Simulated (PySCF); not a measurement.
Os(CO)2 (C2O2Os), SMILES [O+]#[C-]->[Os]<-[C-]#[O+] (connectivity only; charge and spin as stated), neutral, multiplicity 3.

Coordinates come from a PBE-D3(BJ)/def2-SVP optimisation. The multiplicity is an assumed one; other spin states were not compared. The def2 effective core potentials stand for the cores of Os; spin–orbit coupling is left out.

The numbers are results of PBE-D3(BJ)/def2-SVP (PySCF), not measurements.

Frequencies are harmonic and unscaled.

Computed vibrational spectrum:
```
mode  ν (cm⁻¹)  IR (km/mol)  moving atoms (share of kinetic energy)
----  --------  -----------  --------------------------------------
1           94          1.5                          O 83 %, Os 9 %
2          331          0.0                          C 76 %, O 24 %
3          367          0.0                          C 76 %, O 24 %
4          404          1.6                          C 79 %, O 19 %
5          500         44.3                 O 51 %, C 34 %, Os 15 %
6          539          1.3                 O 47 %, C 39 %, Os 14 %
7          587          0.0                          C 81 %, O 19 %
8         1942       1244.0                          C 61 %, O 39 %
9         1998        339.2                          C 63 %, O 37 %
```
